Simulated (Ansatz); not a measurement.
Single points on the cluster Cd4O4⁻.

```yaml
crystal:
  periodic: [false, false, false]
  atoms:
    - {symbol: Cd, position_ang: [-3.378942, -3.265953, 2.248572]}
    - {symbol: Cd, position_ang: [-1.284373, -2.624836, -0.574189]}
    - {symbol: Cd, position_ang: [0.653671, 0.630446, -0.433960]}
    - {symbol: Cd, position_ang: [-1.407899, -0.308022, 2.601424]}
    - {symbol: O, position_ang: [-0.561310, -0.683680, 0.472345]}
    - {symbol: O, position_ang: [2.734154, 1.358048, -0.916804]}
    - {symbol: O, position_ang: [2.311969, 2.429184, -1.677858]}
    - {symbol: O, position_ang: [0.932730, 2.464801, -1.719530]}
basis:
  gaussian: {orbitals: STO-3G}
total_charge: -1
magnetization: {spin_polarized: true, initial_magnetization: 1}
hamiltonian: {xc: hf}
scf: {omitted_lower_state_checks: [starts]}
output: {orbitals: {seedname: orbitals}}
```

The file start.molden holds the orbitals of an earlier run on this structure, at another level or in another basis.

```sh
$ ansatz run in.yaml --threads 4 --pin off --events-out ev --progress --plain --max-ram 4787MiB
```

Shortened log:

```
Functional definition: HF
1736 factors; integrals over basis functions are off by at most 1.3e-3 eV
mean field evaluation 1: about -597048.0249 eV, gradient 3.1e1 eV
mean field evaluation 2: about -597048.3639 eV, gradient 3.1e1 eV
mean field evaluation 4: about -597055.2177 eV, gradient 7.7e0 eV
mean field evaluation 8: about -597056.0234 eV, gradient 9.4e-1 eV
mean field evaluation 16: about -597056.0826 eV, gradient 5.4e-5 eV
mean field -597056.08258191 eV, -21941.4063357372 hartree, gradient 6.6e-6 eV, S^2 0.759655; 0 other end points of the search recorded, 0 dependent functions left out
reference -597056.08258191 eV, -21941.4063357372 hartree; 113, 112 occupied and 15, 16 virtual orbitals, 1736 factors
Total energy: -597056.08258191 eV, -21941.4063357372 hartree
Checks for a lower state left out: starts
```

Hardware: 4 threads of Arm Neoverse N1 on a shared host. Wall time 32 s, peak host memory 1.4 GiB.

As the first input, with `gaussian: {orbitals: def2-SVPD, initial_orbitals: start.molden}`, `correlation: {method: mp2}` and without the key `hamiltonian` (abridged; 72 s):

```
Functional definition: HF
mean field evaluation 16: about -26296.5015 eV, gradient 2.6e-6 eV
mean field -26296.50147908 eV, -966.3786049475 hartree, gradient 9.1e-7 eV, S^2 0.783206
4 core orbitals not correlated: weight in the atoms' cores, before any rotation towards them, 1.000 or more for the frozen orbitals, at most 0.000 for the correlated occupied ones
second order -64.04641343 eV of doubles, -0.00000000 eV of singles
Total energy: -26360.54789251 eV, -968.7322672287 hartree
Checks for a lower state left out: starts
```

The first input with `gaussian: {orbitals: def2-TZVPD, initial_orbitals: start.molden}`, `hamiltonian: {xc: pbe0, dispersion: d4}` (abridged; 49 s):

```
Functional definition: PBE0
the host lacks memory for fits, so the integrals are decomposed
mean field -26440.73813497 eV, -971.6792042841 hartree, gradient 2.9e-5 eV, S^2 0.758442
Total energy: -26441.12359774 eV, -971.6933697796 hartree
Checks for a lower state left out: starts
```

As the first input, with `gaussian: {orbitals: def2-TZVPD, initial_orbitals: start.molden}`, `hamiltonian: {xc: pbe, dispersion: d4}`, `output: {forces: true, orbitals: {seedname: orbitals}}` (abridged; 23 s):

```
Functional definition: PBE
mean field -26443.81500087 eV, -971.7922770202 hartree, gradient 2.2e-5 eV, S^2 0.752853
Total energy: -26444.25556309 eV, -971.8084673833 hartree
Atom 0 force     0.007680     0.004034    -0.004159 eV/Å
Atom 1 force    -0.007785    -0.018395    -0.011764 eV/Å
Atom 2 force    -0.070796    -0.076102     0.051691 eV/Å
Atom 3 force    -0.008492     0.005842     0.022455 eV/Å
Atom 4 force     0.086837     0.095430    -0.064508 eV/Å
Atom 5 force     0.035289    -0.060090     0.041246 eV/Å
Atom 6 force     0.026220     0.040237    -0.024724 eV/Å
Atom 7 force    -0.068954     0.009044    -0.010238 eV/Å
Dipole moment:    -0.593029    -0.605751     0.418262 e Å
Checks for a lower state left out: starts
```

The first input with `gaussian: {orbitals: def2-TZVPD, initial_orbitals: start.molden}` (abridged; 72 s):

```
Functional definition: HF
the host lacks memory for fits, so the integrals are decomposed
mean field evaluation 16: about -26310.2272 eV, gradient 4.5e-6 eV
mean field -26310.22722134 eV, -966.8830166719 hartree, gradient 3.9e-6 eV, S^2 0.784363
Total energy: -26310.22722134 eV, -966.8830166719 hartree
Checks for a lower state left out: starts
```

As the first input, with `gaussian: {orbitals: def2-TZVPD, initial_orbitals: start.molden}`, `hamiltonian: {xc: lda}` (abridged; 10 s):

```
Functional definition: SPW92
mean field -26362.59491567 eV, -968.8074939424 hartree, gradient 1.3e-5 eV, S^2 0.752091
Total energy: -26362.59497062 eV, -968.8074959616 hartree
Checks for a lower state left out: starts
```

First input, but with `gaussian: {orbitals: def2-TZVPD, initial_orbitals: start.molden}`, `hamiltonian: {xc: r2scan, dispersion: d4}` (abridged; 47 s):

```
Functional definition: r2SCAN
mean field -26453.18475337 eV, -972.1366090739 hartree, gradient 2.1e-5 eV, S^2 0.756107
Total energy: -26453.28531955 eV, -972.1403048126 hartree
Checks for a lower state left out: starts
```

Geometry: PBE-D4/def2-SVPD.

In the def2 sets Cd takes a core potential, while STO-3G treats all electrons; there is no spin–orbit coupling. Correlated methods freeze 4 core orbitals; core or outer-core shells of Cd are correlated, in sets that lack core-valence functions. The structure holds 2 bonds between oxygen atoms, so isomers without such links may lie far lower. At HF/STO-3G the highest occupied level of the charge -1 doublet lies above zero (up to 3.55 eV). In Hartree–Fock with STO-3G the lack of diffuse functions raises the level. Another isomer (doublet) lies 1.02 eV lower at PBE0-D4/def2-TZVPD; other spin states weren't run for this one.
